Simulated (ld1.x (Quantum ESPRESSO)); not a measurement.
## silicon (Si): one change to a TM potential, before and after

| Property | Result |
| --- | --- |
| Element | Si (Z = 14) |
| Generator | ld1.x (Quantum ESPRESSO) 7.5 |
| Type | norm-conserving Troullier–Martins (Kleinman–Bylander form) |
| Functional | BLYP |
| Relativity | scalar-relativistic |
| Frozen core | [Ne] |
| Valence charge | 4 |
| Reference configuration | 3s2 3p2 |
| Partial waves | 3p (bound): rc 1.50 bohr; 3s (bound): rc 1.40 bohr |
| Local potential | the s channel |
| Core correction | Bessel-smoothed model core inside 1.10 bohr |

Change: local potential all-electron potential smoothed inside 1.15 bohr (lloc = -1).

Cutoffs: the cutoffs (Ry, on a coarse ladder) from which the occupation-weighted sum of valence levels, in a spherical-Bessel basis at the reference potential, stays within 10 and 1 mRy of its value at 400 Ry; they do not see the model core or the augmentation charge, which bear on the density cutoff. Errors are all-electron minus pseudo energies relative to the spin-unpolarised reference configuration.

**Question.** Predict the effect on cutoff, ghosts and configuration errors.

**Answer.** The potential gets neither clearly harder nor softer (35 Ry and 80 Ry → 35 Ry and 80 Ry); of the 7 tests that both files solve, the error grows in 5 and shrinks in 0 by more than 15 % and 0.3 meV (median size 3.1 → 5.0 meV); the range in which the s phases agree narrows (upper end 3.3 → 0.1); neither file shows a bound ghost.

| quantity | base | changed |
| --- | --- | --- |
| cutoff, loose | 35 Ry | 35 Ry |
| cutoff, tight | 80 Ry | 80 Ry |
| loose cutoff by channel (10 mRy a level) | p 6 Ry, s 25 Ry | s 15 Ry, p 6 Ry |
| bound ghosts | none | none |
| error for 3s2 3p1, meV [ΔE 7.59 eV] | +3.1 | +5.0 |
| error for 3s2 3p0, meV [ΔE 23.48 eV] | +17 | +34 |
| error for 3s1 3p0, meV [ΔE 57.48 eV] | +47 | +108 |
| error for 3s0 3p4, meV [ΔE 13.88 eV] | +1.9 | +1.9 |
| error for 3s1 3p2, meV [ΔE 15.04 eV] | +7.7 | +11 |
| error for 3s1 3p3, meV [ΔE 6.85 eV] | +0.3 | +0.8 |
| error for 3s2 3p2.3, meV [ΔE -0.89 eV] | +0.2 | +0.2 |
| s: phases at 1.66 bohr within 0.05 rad from the reference energy up to (Ry; the scan ends near 5) | 3.3 | 0.1 |
| p: phases at 1.66 bohr within 0.05 rad from the reference energy up to (Ry; the scan ends near 5) | 0.9 | 0.9 |
